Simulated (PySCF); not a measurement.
Stepwise substitution at one centre (Al CH3-H). Gas-phase values, no solvent. Strings in code marks are SMILES.

Level of theory: PBE-D3(BJ)/def2-TZVP // B3LYP-D3(BJ)/def2-TZVP run with PySCF. All candidates: neutral, multiplicity 1. Excitations are Tamm–Dancoff values on a coarser integration grid. The basis has no diffuse functions, so Rydberg states are missing or too high.

The T1 excitation (TDA) comes out as 4.88 eV, the HOMO–LUMO gap is 5.10 eV and the HOMO comes out as -6.25 eV.

### Question
Which member has these values?
A) `[CH3][AlH2]`
B) `[CH3][Al]([CH3])[CH3]`
C) `[CH3][AlH][CH3]`

### Answer
B, `[CH3][Al]([CH3])[CH3]`. The others give `[CH3][AlH][CH3]`: 4.63 eV, 4.84 eV, -6.48 eV; `[CH3][AlH2]`: 4.49 eV, 4.74 eV, -6.81 eV
